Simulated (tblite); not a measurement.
Compound: C3H13B2NO.
Atom-mapped SMILES: `[CH3:1][BH:2][CH2:3][O:4][BH2-:5][NH2+:6][CH3:7]` (hydrogens: H8, H9, H10 on C1; H11 on B2; H12, H13 on C3; H14, H15 on B5; H16, H17 on N6; H18, H19, H20 on C7)

Computed with GFN2-xTB (tblite), gas phase: L-BFGS steps from a force-field or distance-geometry start until the largest atomic force falls under 0.01 eV/Å.

The end geometry, which sets the zero of energy:
```
atom  x, y, z in Å
C1     -3.1225   -0.0480    0.6818
B2     -1.7525   -0.5365    0.0831
C3     -1.2968   -0.0311   -1.3364
O4     -0.0489   -0.4640   -1.8447
B5      1.1147    0.2886   -1.5775
N6      1.6805   -0.3054   -0.0238
C7      2.9331    0.2520    0.4607
H8     -2.9664    0.4595    1.6341
H9     -3.6795    0.6264    0.0364
H10    -3.7644   -0.8988    0.9094
H11    -1.0965   -1.2813    0.7141
H12    -2.0555   -0.3531   -2.0703
H13    -1.3403    1.0730   -1.3672
H14     0.9688    1.4607   -1.3730
H15     1.9966   -0.0154   -2.3113
H16     0.9127   -0.1270    0.6163
H17     1.7440   -1.3070   -0.1739
H18     3.7094    0.0677   -0.2795
H19     2.8206    1.3288    0.5708
H20     3.2378   -0.1783    1.4188
```

Problem. These geometries come from the run, each turned onto the end geometry. Order them by energy, lowest first.
A.
```
atom  x, y, z in Å
C1     -3.0913    0.0369    0.6677
B2     -1.7324   -0.5221    0.1130
C3     -1.2995   -0.0631   -1.3292
O4     -0.0546   -0.4714   -1.8605
B5      1.1061    0.2794   -1.5647
N6      1.7456   -0.4506   -0.1030
C7      2.8495    0.2680    0.5130
H8     -2.8830    0.8240    1.3926
H9     -3.7189    0.4731   -0.1063
H10    -3.6726   -0.7117    1.2016
H11    -1.0851   -1.2359    0.7880
H12    -2.0576   -0.4300   -2.0374
H13    -1.3791    1.0345   -1.3884
H14     0.9397    1.4241   -1.2507
H15     1.9687    0.0819   -2.3548
H16     0.9442   -0.5376    0.5164
H17     2.0235   -1.3791   -0.4037
H18     3.6005    0.4708   -0.2498
H19     2.4781    1.2158    0.8975
H20     3.3131   -0.2961    1.3266
```
B.
```
atom  x, y, z in Å
C1     -3.8035    0.1908    0.1515
B2     -2.5170   -0.7223    0.2319
C3     -1.1902   -0.1127   -0.3322
O4      0.0743   -0.6708   -0.0664
B5      1.0686   -0.1803   -1.0268
N6      2.5396   -0.4883   -0.3143
C7      3.3391    0.6934    0.0401
H8     -4.3224    0.2286    1.1094
H9     -3.5765    1.2104   -0.1507
H10    -4.5369   -0.1868   -0.5610
H11    -2.5981   -1.8225    0.6136
H12    -1.3875   -0.2105   -1.4227
H13    -1.1295    0.9762   -0.1706
H14     1.0318    1.0090   -1.2042
H15     1.0770   -0.8058   -2.0583
H16     2.2924   -1.0353    0.5068
H17     3.0436   -1.0879   -0.9612
H18     3.0335    1.5160   -0.6081
H19     3.1429    0.9819    1.0723
H20     4.4138    0.5277   -0.0810
```
C.
```
atom  x, y, z in Å
C1     -3.7555    0.0846    0.3473
B2     -2.3059   -0.5294    0.3687
C3     -1.2192    0.0140   -0.6331
O4      0.0200   -0.6530   -0.6155
B5      1.1265   -0.0580   -1.3517
N6      2.4040   -0.5205   -0.3575
C7      3.2401    0.5319    0.2067
H8     -4.1277    0.2965    1.3488
H9     -3.8494    0.9879   -0.2510
H10    -4.4467   -0.6485   -0.0701
H11    -2.0464   -1.3838    1.1275
H12    -1.6229    0.0018   -1.6634
H13    -1.0594    1.0930   -0.4363
H14     1.1078    1.1381   -1.3788
H15     1.3542   -0.5718   -2.4099
H16     1.8742   -1.0049    0.3656
H17     2.9657   -1.1997   -0.8603
H18     3.7423    1.0611   -0.6018
H19     2.6040    1.2380    0.7365
H20     3.9895    0.1337    0.8961
```
D.
```
atom  x, y, z in Å
C1     -3.0372    0.0432    0.7014
B2     -1.7128   -0.5204    0.0693
C3     -1.3131   -0.0951   -1.3927
O4     -0.0394   -0.4516   -1.8971
B5      1.0907    0.3355   -1.5626
N6      1.7033   -0.3959   -0.0975
C7      2.8495    0.2340    0.5374
H8     -2.7812    0.7685    1.4753
H9     -3.6911    0.5479   -0.0052
H10    -3.6140   -0.7288    1.2077
H11    -1.0490   -1.2519    0.7092
H12    -2.0470   -0.5573   -2.0760
H13    -1.4631    0.9906   -1.5264
H14     0.8849    1.4706   -1.2390
H15     1.9756    0.1604   -2.3348
H16     0.8978   -0.4197    0.5209
H17     1.9103   -1.3453   -0.3894
H18     3.6669    0.2851   -0.1788
H19     2.5821    1.2502    0.8193
H20     3.1816   -0.3090    1.4270
```
E.
```
atom  x, y, z in Å
C1     -3.2327   -0.1279    0.6587
B2     -1.7482   -0.3772    0.2054
C3     -1.2409    0.1638   -1.1885
O4     -0.1170   -0.4588   -1.7850
B5      1.1561    0.1388   -1.7044
N6      1.8171   -0.4955   -0.1902
C7      2.8188    0.3013    0.4992
H8     -3.2677    0.7034    1.3641
H9     -3.9056    0.1309   -0.1535
H10    -3.6474   -0.9816    1.1913
H11    -1.0346   -0.9315    0.9591
H12    -2.0382    0.1566   -1.9476
H13    -1.0140    1.2369   -1.0280
H14     1.1763    1.3265   -1.5347
H15     1.9004   -0.2988   -2.5218
H16     0.9786   -0.6157    0.3720
H17     2.1720   -1.4158   -0.4252
H18     3.6917    0.4061   -0.1395
H19     2.4143    1.2918    0.6851
H20     3.1161   -0.1426    1.4514
```

Solution. D (0.007 eV), A (0.020 eV), E (0.061 eV), C (0.172 eV), B (0.390 eV).

In the order of the answer:

```json
{"step": "217", "E above end (eV)": "0.007", "largest force (eV/Å)": "0.03", "rms force component (eV/Å)": "0.008", "rms distance from end (Å)": "0.211", "rms bond change (Å)": "0.002", "bond most changed (Å)": "B5–N6 -0.009"}
{"step": "182", "E above end (eV)": "0.020", "largest force (eV/Å)": "0.12", "rms force component (eV/Å)": "0.034", "rms distance from end (Å)": "0.248", "rms bond change (Å)": "0.002", "bond most changed (Å)": "C3–H13 -0.003"}
{"step": "158", "E above end (eV)": "0.061", "largest force (eV/Å)": "0.09", "rms force component (eV/Å)": "0.030", "rms distance from end (Å)": "0.371", "rms bond change (Å)": "0.004", "bond most changed (Å)": "B5–N6 +0.013"}
{"step": "100", "E above end (eV)": "0.172", "largest force (eV/Å)": "0.04", "rms force component (eV/Å)": "0.013", "rms distance from end (Å)": "0.907", "rms bond change (Å)": "0.020", "bond most changed (Å)": "B5–N6 -0.073"}
{"step": "15", "E above end (eV)": "0.390", "largest force (eV/Å)": "0.17", "rms force component (eV/Å)": "0.057", "rms distance from end (Å)": "1.275", "rms bond change (Å)": "0.026", "bond most changed (Å)": "B5–N6 -0.094"}
```

The cost below is that of the whole relaxation. Time: 1.5 s of wall time. Hardware: one thread of an Arm Neoverse V1, shared host with 64 logical CPUs at a one-minute load of 33.
